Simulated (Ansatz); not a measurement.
Start from `C[SiH2][SiH2]Cl` and change one atom or group to get `CB[SiH2][SiH2]Cl`.

Ansatz, PBE0-D4/def2-TZVP geometries, multiplicity 1. Each molecule was computed in one conformer, which needn't be the lowest.

```json
{"property": "LUMO energy (ωB97M-V/def2-TZVPP) / eV", "`C[SiH2][SiH2]Cl`": "1.31"}
{"property": "LUMO energy (PBE/def2-TZVPP) / eV", "`C[SiH2][SiH2]Cl`": "-1.32"}
{"property": "HOMO energy (PBE0/def2-TZVPP) / eV", "`C[SiH2][SiH2]Cl`": "-7.93"}
{"property": "HOMO–LUMO gap (ωB97M-V/def2-TZVPP) / eV", "`C[SiH2][SiH2]Cl`": "11.28"}
{"property": "HOMO–LUMO gap (PBE/def2-TZVPP) / eV", "`C[SiH2][SiH2]Cl`": "5.45"}
{"property": "HOMO energy (ωB97M-V/def2-TZVPP) / eV", "`C[SiH2][SiH2]Cl`": "-9.98"}
```

(1) Give the same properties after the change, and the shifts. (An estimate is asked.)

Results:

(1) Computed: 
```tsv
property	`CB[SiH2][SiH2]Cl`	shift
LUMO energy (ωB97M-V/def2-TZVPP) / eV	-0.17	-1.48
LUMO energy (PBE/def2-TZVPP) / eV	-2.98	-1.66
HOMO energy (PBE0/def2-TZVPP) / eV	-7.72	0.21
HOMO–LUMO gap (ωB97M-V/def2-TZVPP) / eV	9.57	-1.71
HOMO–LUMO gap (PBE/def2-TZVPP) / eV	3.62	-1.83
HOMO energy (ωB97M-V/def2-TZVPP) / eV	-9.74	0.24
```

With PBE0 the HOMO rises by 0.21 eV and the LUMO falls by 1.60 eV, so the gap narrows by about 1.81 eV. PBE moves the HOMO by 0.16 eV and ωB97M-V by 0.24 eV.
